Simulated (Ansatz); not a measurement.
Reaction (formal hydrolysis of a W–F bond): `[OH][W]([F])(=[S])=[S]` + H₂O → `[OH][W]([OH])(=[S])=[S]` + H–F

Gas-phase electronic energies from Ansatz, PBE0-D4/def2-TZVP geometries. CBS: MP2 limit from def2 TZ/QZ plus the TZ coupled-cluster correction, frozen cores. This one scheme is used for every species. Functionals use def2-TZVPP. HSE06 is defined as in plane-wave codes. Elements past krypton have def2 core potentials. For W outer-core shells are correlated without core-valence functions, which leaves a few kJ/mol of doubt a bond. Each species was taken in one conformer, which may not be the lowest.

```tsv
level	ΔE (kJ/mol)
HSE06-D4	20.3
CAM-B3LYP-D4	24.5
```

**Question.** What does CCSD(T)/CBS give? (Estimate.)

**Answer.** Ansatz gave: +17.8 kJ/mol. The listed levels differ from it by 2.5, 6.7 kJ/mol.

Largest T1 diagnostic among the species: 0.023, so the coupled-cluster value is less sure than usual.

In def2-TZVPP, CCSD(T) changes the Hartree–Fock value by −6.6 kJ/mol (the triples alone add −0.6 kJ/mol) and MP2 by −10.2 kJ/mol. From r2SCAN to r2SCAN0 (25 % exact exchange), in def2-TZVPP and without D4, ΔE moves by −4.1 kJ/mol.
